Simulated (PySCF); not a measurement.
A structure optimised at PBE-D3(BJ)/def2-SVP, used in a PySCF frequency run:

```
O
C 1 1.3716
O 2 1.2125 1 124.51
C 1 1.4189 2 115.81 3 0.00
H 4 1.1106 1 109.97 2 0.00
C 2 1.4939 3 124.81 5 180.00
F 6 1.3383 2 115.56 3 180.00
C 6 1.3438 7 122.50 2 180.00
H 8 1.0975 6 118.79 7 180.00
H 8 1.0984 9 120.45 6 180.00
C 4 1.5380 5 107.86 1 -117.57
F 11 1.3430 4 112.34 5 -179.32
F 11 1.3473 12 108.52 4 -122.22
F 11 1.3491 12 108.23 13 -117.48
C 4 1.5380 5 107.86 1 117.57
F 15 1.3430 4 112.34 5 179.32
F 15 1.3473 16 108.52 4 122.22
F 15 1.3491 16 108.23 17 117.48
```

Problem. Write its SMILES, formula and point group.

Solution. C=C(F)C(=O)OC(C(F)(F)F)C(F)(F)F, C6H3F7O2, Cs

Problem. What are its rotational constants (standard atomic weights)?

Solution. 0.85302, 0.41943, 0.36018 GHz
